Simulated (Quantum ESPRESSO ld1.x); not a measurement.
The numbers below are computed, except where a source is named.
Task: Ta XVI, configuration [Xe] 4f1 5d1 6s2 (not the ground configuration). Code: ld1.x of Quantum ESPRESSO 7.5. Model: scalar-relativistic Kohn-Sham, PBEsol, spin-unpolarised, spherical densities, point nucleus. Some entries of the table are withheld. Estimate them.

| orbital | occ. | eigenvalue (hartree) | <r^2> (bohr^2) |
|---|---|---|---|
| 1s | 2 | -2492.7376 | 0.0004788 |
| 2s | 2 | -443.6873 | 0.007387 |
| 2p | 6 | -391.0332 | 0.006097 |
| 3s | 2 | -116.5699 | 0.04788 |
| 3p | 6 | -100.9141 | (1) |
| 3d | 10 | -82.6508 | 0.04030 |
| 4s | 2 | (2) | 0.2183 |
| 4p | 6 | -31.8208 | (3) |
| 4d | 10 | -24.9952 | (4) |
| 4f | 1 | -17.5849 | 0.2554 |
| 5s | 2 | -15.0167 | (5) |
| 5p | 6 | (6) | 0.9646 |
| 5d | 1 | -10.5460 | 1.166 |
| 6s | 2 | -7.8609 | 2.580 |

Result: 
(1) 3p <r^2> (bohr^2): 0.04854
(2) 4s eigenvalue (hartree): -37.2338
(3) 4p <r^2> (bohr^2): 0.2406
(4) 4d <r^2> (bohr^2): 0.2588
(5) 5s <r^2> (bohr^2): 0.8385
(6) 5p eigenvalue (hartree): -13.0759
